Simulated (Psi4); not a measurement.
H2FMgN (SMILES [NH2][Mg][F]), singlet, geometry from GFN2-xTB (such geometries of metal compounds can be far from the true shape), atoms displaced at random by about 0.08 Å a coordinate; R2SCAN/cc-pVDZ, gradient run with Psi4 1.11.

Here is a job for Psi4.
```
memory 2 GB

molecule mol {
0 1
  Mg    0.608719   -0.057717    0.014937
  F    -0.015770    1.390446   -0.897864
  N    -0.620042   -1.285841    0.819892
  H    -1.194332   -1.543745    0.301218
  H    -0.960584   -0.592791    1.607903
symmetry c1
no_reorient
no_com
}

set basis cc-pvdz
set reference rks

gradient('r2scan')
print_variables()
```

What the program printed (banner, timings and long lists left out):

```
gradient() will perform analytic gradient computation.

   => Loading Basis Set <=

    Name: CC-PVDZ
    Role: ORBITAL
    Keyword: BASIS

         ---------------------------------------------------------
                                   SCF
               by Justin Turney, Rob Parrish, Andy Simmonett
                          and Daniel G. A. Smith
                              RKS Reference
         ---------------------------------------------------------

  ==> Geometry <==

    Molecular point group: c1
    Full point group: C1

    Geometry (in Angstrom), charge = 0, multiplicity = 1:

       Center              X                  Y                   Z               Mass
    ------------   -----------------  -----------------  -----------------  -----------------
         MG           0.608719000000    -0.057717000000     0.014937000000    23.985041697000
         F           -0.015770000000     1.390446000000    -0.897864000000    18.998403162730
         N           -0.620042000000    -1.285841000000     0.819892000000    14.003074004430
         H           -1.194332000000    -1.543745000000     0.301218000000     1.007825032230
         H           -0.960584000000    -0.592791000000     1.607903000000     1.007825032230

  Running in c1 symmetry.

  Rotational constants: A =      1.11903  B =      0.18100  C =      0.15996 [cm^-1]
  Rotational constants: A =  33547.62305  B =   5426.37439  C =   4795.41168 [MHz]
  Nuclear repulsion =   81.398270135739850

  Charge       = 0
  Multiplicity = 1
  Electrons    = 30
  Nalpha       = 15
  Nbeta        = 15

  ==> Algorithm <==

  SCF Algorithm Type is DF.
  DIIS enabled.
  MOM disabled.
  Fractional occupation disabled.
  Guess Type is SAD.
  Energy threshold   = 1.00e-08
  Density threshold  = 1.00e-08
  Integral threshold = 1.00e-12

  ==> Primary Basis <==

  Basis Set: CC-PVDZ
    Blend: CC-PVDZ
    Number of shells: 26
    Number of basis functions: 56
    Number of Cartesian functions: 59
    Spherical Harmonics?: true
    Max angular momentum: 2

  ==> DFT Potential <==

   => LibXC <=

    Version 7.1.2
    S. Lehtola, C. Steigemann, M. J. T. Oliveira, and M. A. L. Marques,  SoftwareX 7, 1–5 (2018) (10.1016/j.softx.2017.11.002)

   => Composite Functional: R2SCAN <=

    r2SCAN Meta-GGA XC Functional  (0.1021/acs.jpclett.0c02405)
    J. W. Furness, A. D. Kaplan, J. Ning, J. P. Perdew, J. Sun  J. Phys. Chem. Lett.  11, 8208–8215, 2020

    Deriv               =              1
[...]
  @DF-RKS Final Energy:  -355.76644645866071
    Total Energy =                       -355.7664464586607096
[...]
    Schwarz Cutoff:          1E-12
    Fitting Condition:       1E-10

   => Auxiliary Basis Set <=

  Basis Set: (CC-PVDZ AUX)
    Blend: CC-PVDZ-JKFIT + DEF2-UNIVERSAL-JKFIT
    Number of shells: 100
    Number of basis functions: 298
    Number of Cartesian functions: 349
    Spherical Harmonics?: true
    Max angular momentum: 4

  ==> DFT Potential <==

   => LibXC <=

    Version 7.1.2
    S. Lehtola, C. Steigemann, M. J. T. Oliveira, and M. A. L. Marques,  SoftwareX 7, 1–5 (2018) (10.1016/j.softx.2017.11.002)

   => Composite Functional: R2SCAN <=

    r2SCAN Meta-GGA XC Functional  (0.1021/acs.jpclett.0c02405)
    J. W. Furness, A. D. Kaplan, J. Ning, J. P. Perdew, J. Sun  J. Phys. Chem. Lett.  11, 8208–8215, 2020

    Deriv               =              1
    GGA                 =           TRUE
    Meta                =           TRUE

    Exchange Hybrid     =          FALSE
    MP2 Hybrid          =          FALSE

   => Exchange Functionals <=

    1.0000   XC_MGGA_X_R2SCAN

   => Correlation Functionals <=

    1.0000   XC_MGGA_C_R2SCAN

   => LibXC Density Thresholds  <==

    XC_MGGA_C_R2SCAN:  1.00E-15
    XC_MGGA_X_R2SCAN:  1.00E-11

   => Molecular Quadrature <=

    Radial Scheme          =       TREUTLER
    Pruning Scheme         =           NONE
    Nuclear Scheme         =       TREUTLER

    Blocking Scheme        =         OCTREE
    BS radius alpha        =              1
    Pruning alpha          =              1
    Radial Points          =             75
    Spherical Points       =            302
    Total Points           =         109202
    Total Blocks           =            866
    Max Points             =            256
    Max Functions          =             56
    Weights Tolerance      =       1.00E-15

  -Total Gradient:
     Atom            X                  Y                   Z
    ------   -----------------  -----------------  -----------------
       1        0.022814147089    -0.018161375102     0.016694450733
       2       -0.019152693329     0.009714029502    -0.006752897178
       3       -0.262300577747    -0.138093382033    -0.265874252066
       4        0.259818204035     0.105971952154     0.214680320575
       5       -0.000962802951     0.040722795559     0.040761703346

  Variable Map:
  ----------------------------------------------------------------------------
[...]
  Array Variable Map:
  ----------------------------------------------------------------------------
[...]
[...]
```
